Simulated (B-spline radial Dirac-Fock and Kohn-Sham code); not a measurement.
## What relativity does to the binding energies of Er⁵⁹⁺

System: the Er⁵⁹⁺ ion, [He] 2s2 2p5.

Both columns are ΔSCF binding energies of the configuration average from a radial finite-basis atomic code: non-relativistic Hartree-Fock with a point nucleus, and Dirac-Fock with a finite nucleus and the Coulomb interaction alone, averaged over the two j levels with weights 2j+1.

```tsv
shell	Hartree-Fock (eV)	Dirac-Fock (eV)	shift (eV)	shift (%)
1s	58976.8	63035.6	+4058.75	+6.88
2s	13424.3	14589.5	+1165.25	+8.68
2p	13117.3	13570.0	+452.68	+3.45
```

Relativity binds 1s, 2s, 2p more strongly, among those listed most of all 2s in relative terms.

Values without a named source are computed, but for edge energies of neutral atoms, which are taken from tables.
